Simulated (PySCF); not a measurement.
A structure optimised at B3LYP-D3(BJ)/def2-SVP, used in a PySCF frequency run:

```
Si
H 1 1.4920
H 1 1.4920 2 109.38
C 1 1.9422 2 115.24 3 133.19
N 4 1.2914 1 110.78 2 113.86
H 4 1.1071 5 119.74 1 179.75
Si 5 1.7903 4 101.40 6 -179.16
F 7 1.6201 5 111.79 4 -120.07
Cl 7 2.0592 8 106.91 5 123.36
```

Q: Write its SMILES and formula.

A: F[Si@]1(Cl)N=C[SiH2]1, CH3ClFNSi2

Q: What are its rotational constants (standard atomic weights)?

A: 2.8118, 1.3483, 1.2520 GHz
